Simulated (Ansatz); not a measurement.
The cluster Li₄O₂. Total charge 0; triplet. Geometry r2SCAN-D4/def2-TZVP, that of the neutral singlet.

```xyz
6

Li    0.181   -1.662   -2.587
Li   -0.721   -0.636    0.356
Li    0.729    0.635   -0.355
Li   -0.195    1.662    2.586
O     0.091   -0.786   -1.224
O    -0.086    0.786    1.224
```

At PBE-D4/def2-TZVP, r2SCAN-D4/def2-TZVP the gap within one spin of the charge 0 triplet nearly closes, so an electron or hole may be smeared out by delocalisation error. At PBE0-D4/def2-TZVP a singlet of charge 0 lies 2.52 eV below the triplet at the same geometry. The structure comes from a short search, and lower isomers may exist.

(1) Estimate the α-spin orbital energies around the gap (eV) in Ansatz with PBE-D4/def2-TZVP, r2SCAN-D4/def2-TZVP, PBE0-D4/def2-TZVP.

Answers

(1) 
```csv
orbital,PBE-D4/def2-TZVP,r2SCAN-D4/def2-TZVP,PBE0-D4/def2-TZVP
HOMO−5,-7.01,-7.37,-8.86
HOMO−4,-6.61,-7.12,-8.47
HOMO−3,-6.37,-6.71,-8.13
HOMO−2,-6.29,-6.64,-8.07
HOMO−1,-6.14,-6.48,-7.82
HOMO,-2.17,-2.14,-2.37
LUMO,-2.07,-2.03,-1.81
LUMO+1,-0.83,-0.52,-0.32
LUMO+2,-0.58,-0.38,-0.16
LUMO+3,0.24,0.44,0.78
LUMO+4,0.30,0.49,0.88
LUMO+5,0.37,0.57,0.94
β HOMO,-5.68,-5.49,-5.94
β LUMO,-5.15,-4.90,-4.10
```
